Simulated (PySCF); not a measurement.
Rh: excitation energy

Rh [Kr] 4d8 5s1 (4F) → Rh [Kr] 4d7 5s2 (4F), as a difference of total energies. Calculation: PySCF 2.14, in x2c-TZVPPall; the spin-free X2C one-electron Hamiltonian (Gaussian nucleus). Correlated levels: valence and next inner shell: [Ar] 3d10 frozen. The calculations carry no spin-orbit coupling.

| method | excitation energy (cm⁻¹) |
| --- | --- |
| UHF | 10503 |
| MP2 (valence and next inner shell) | 13839 |
| SCS-MP2 (valence and next inner shell) | 12693 |
| CCSD (valence and next inner shell) | 11834 |
| CCSD(T) (valence and next inner shell) | 11683 |
